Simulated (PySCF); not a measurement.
CClF2, SMILES [C](Cl)(F)F, multiplicity 2.

Coordinates come from a B3LYP-D3(BJ)/def2-TZVP optimisation. The isomer is the one that the SMILES or the coordinates give; other isomers of the formula were not compared.

Calculation: TDA-LC-ωPBE/def2-SVPD run with PySCF.

Vertical excitations. Isolated molecule, no solvent.

Computed UV-visible absorptions:
| state | energy (eV) | λ (nm) | f | main pairs |
|---|---|---|---|---|
| root 1 | 5.91 | 210 | 0.008 | α HOMO→LUMO 56 %, α HOMO→LUMO+4 18 %, β HOMO−1→LUMO 14 % |
| root 2 | 6.13 | 202 | 0.000 | β HOMO→LUMO 93 % |
| root 3 | 6.49 | 191 | 0.045 | α HOMO→LUMO 10 %, β HOMO−1→LUMO 79 % |
| root 4 | 7.67 | 162 | 0.016 | α HOMO→LUMO+1 77 % |
| root 5 | 7.87 | 158 | 0.000 | α HOMO−1→LUMO 46 %, α HOMO−1→LUMO+4 15 %, β HOMO→LUMO+1 14 %, β HOMO→LUMO+5 8 % |
| root 6 | 8.13 | 153 | 0.014 | β HOMO−2→LUMO 72 % |
| root 7 | 8.25 | 150 | 0.005 | α HOMO→LUMO+5 50 %, α HOMO→LUMO+8 13 %, α HOMO→LUMO+11 11 %, α HOMO→LUMO+2 8 %, β HOMO−3→LUMO 10 % |
| root 8 | 8.31 | 149 | 0.002 | α HOMO−2→LUMO 31 %, α HOMO−2→LUMO+4 10 %, β HOMO−2→LUMO 19 %, β HOMO−1→LUMO+1 17 %, β HOMO−1→LUMO+5 9 % |
| root 9 | 8.39 | 148 | 0.003 | β HOMO−3→LUMO 75 % |
| root 10 | 8.95 | 139 | 0.001 | α HOMO−1→LUMO 19 %, β HOMO→LUMO+1 42 %, β HOMO→LUMO+5 17 % |
Unrestricted roots are not spin-pure.
